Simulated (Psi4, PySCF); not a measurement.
Here is a job for PySCF.
```python
from pyscf import gto, scf, cc

mol = gto.Mole()
mol.atom = '''
    O    -1.14257544   -0.76938954   -0.03182750
    B    -0.00770897   -0.03931797   -0.00346985
    O    -0.11414081    1.32224772    0.13027114
    O     1.17041255   -0.70476858   -0.10979414
    H    -1.93446708   -0.23864193    0.04760011
    H     0.69661442    1.82756308    0.14897985
    H     1.96682712   -0.17704808   -0.08842676
'''
mol.basis = 'sto-3g'
mol.verbose = 3
mol.build()

mf = scf.RHF(mol)
mf.kernel()

mycc = cc.CCSD(mf, frozen=4)
mycc.kernel()
et = mycc.ccsd_t()
print('E(CCSD(T)) = %.10f' % (mycc.e_tot + et))
```

### Question
Convert this to an input for Psi4.

### Answer
Several could match; the one computed here: 
```
memory 2 GB

molecule {
0 1
  O    -1.14257544   -0.76938954   -0.03182750
  B    -0.00770897   -0.03931797   -0.00346985
  O    -0.11414081    1.32224772    0.13027114
  O     1.17041255   -0.70476858   -0.10979414
  H    -1.93446708   -0.23864193    0.04760011
  H     0.69661442    1.82756308    0.14897985
  H     1.96682712   -0.17704808   -0.08842676
}

set basis sto-3g
set freeze_core true
set mp2_type conv
set scf_type pk
set puream true
set d_convergence 1e-8

energy('ccsd(t)')
print_variables()
```

Both were run: PySCF gave -247.962928 Eh and Psi4 -247.962928 Eh, 0.000 mEh apart.
